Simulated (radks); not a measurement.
Results of a calculation; reference values are marked as such.
Spin polarisation of the 4f7 shell in neutral europium. Start: [Xe] 4f(up 3.5, down 3.5) 6s2; electrons of 4f are moved from spin down to spin up, other shells keep equal spins. Code: a radial shooting solver on a logarithmic mesh with Libxc functionals. Model: scalar-relativistic Kohn-Sham, BLYP, spin-polarised, spherical densities, finite nucleus; Fermi nuclear charge, rms radius of each element as measured or else 0.836 A^(1/3) + 0.57 fm.

moment (Bohr magnetons)  E - E(0) (eV)  e(4f up) (eV)  e(4f down) (eV)  6s down minus up (eV)  5p down minus up (eV)
0                                0.000         -2.491           -2.491                 0.000                  0.000
1                               -0.170         -2.813           -2.135                  0.031                  0.314
2                               -0.678         -3.101           -1.748                  0.062                  0.628
3                               -1.522         -3.350           -1.329                  0.094                  0.943
4                               -2.700         -3.559           -0.877                  0.126                  1.257
5                               -4.204         -3.718           -0.389                  0.160                  1.570

At moment 5 the spin-polarisation energy is -4.204 eV and the 4f exchange splitting 3.329 eV, that is 0.666 eV per Bohr magneton; E = -I m^2/4 would give I = 0.673 eV.
